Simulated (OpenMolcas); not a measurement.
# Si: effect of the basis set

| Quantity | Value |
| --- | --- |
| Program | OpenMolcas |
| Method | CASSCF |
| Active space | 2 electrons in 3 orbitals (3p) |
| State averaging | 2S+1 = 3 even, 3 roots; 2S+1 = 1 even, 6 roots |
| Spin-orbit coupling | state interaction with AMFI integrals over the reference wave functions, term energies averaged over their components |

A. ANO-RCC-VDZP [4s3p1d], DKH2, point nucleus; cost of the order of 4 core-seconds
B. ANO-L-VTZP [5s4p2d1f], non-relativistic, point nucleus; cost about 3 core-seconds
C. ANO-RCC-VTZP [5s4p2d1f], DKH2, point nucleus; cost of the order of 1.6 core-seconds
D. ANO-R2 [5s4p3d1f], X2C, finite nucleus; cost of the order of 1.7 core-seconds
E. ANO-RCC-VQZP [6s5p3d2f1g], DKH2, point nucleus; cost about 1.8 core-seconds
F. ANO-R3 [6s5p4d2f1g], X2C, finite nucleus; cost of the order of 3 core-seconds

Energies in cm⁻¹ above 3s² 3p² ³P₀, the measured ground level; measured values from NIST Handbook of Basic Atomic Spectroscopic Data.

```csv
Level,A,B,C,D,E,F,Measured
3s² 3p² ³P₀,0.0,0.0,0.0,0.0,0.0,0.0,0.0
3s² 3p² ³P₁,65.9,66.0,67.0,66.6,66.4,66.1,77.1
3s² 3p² ³P₂,194,194,197,196,195,194,223
3s² 3p² ¹D₂,8885,8760,8745,8902,8736,8784,6299
3s² 3p² ¹S₀,21855,21352,21343,21884,21305,21494,15394
```

Deviations, from unrounded energies. A percentage is the sum of absolute deviations over the sum of measured energies, with the sign that they share, or ± where signs differ.

```json
{"Against measurement": "mean absolute deviation (cm-1)", "Levels": "4", "A": "2300", "B": "2100", "C": "2100", "D": "2300", "E": "2100", "F": "2200"}
{"Against measurement": "fine structure of the ground term (%)", "Levels": "2", "A": "-13.5", "B": "-13.4", "C": "-12.2", "D": "-12.6", "E": "-12.9", "F": "-13.2"}
{"Against measurement": "other terms of the ground configuration (%)", "Levels": "2", "A": "+41.7", "B": "+38.8", "C": "+38.7", "D": "+41.9", "E": "+38.5", "F": "+39.6"}
```

B, C, E, F lie about equally close to measurement and D furthest from it. The largest miss of E in the table is 3s² 3p² ¹S₀, by +5900 cm-1. The ranking rests on the paired levels alone, and a cruder setting can come out closer through cancelling errors.

Among A to F the level of the table that moves most is 3s² 3p² ¹S₀, by 580 cm-1 (lowest in E, highest in D).

Without dynamic correlation excited terms often stand tens of per cent too high (terms of higher spin than the ground term too low), and those without a measured partner can miss by more than the paired ones. With the s shell closed, the reference lacks s² → p² mixing. Computed and measured levels are paired by configuration, term and J; levels that our copy of the source lacks, or whose pairing is in doubt (as where it misses far off the trend of its configuration), stay unpaired and out of the deviations. Levels of configurations outside the active space are missing.
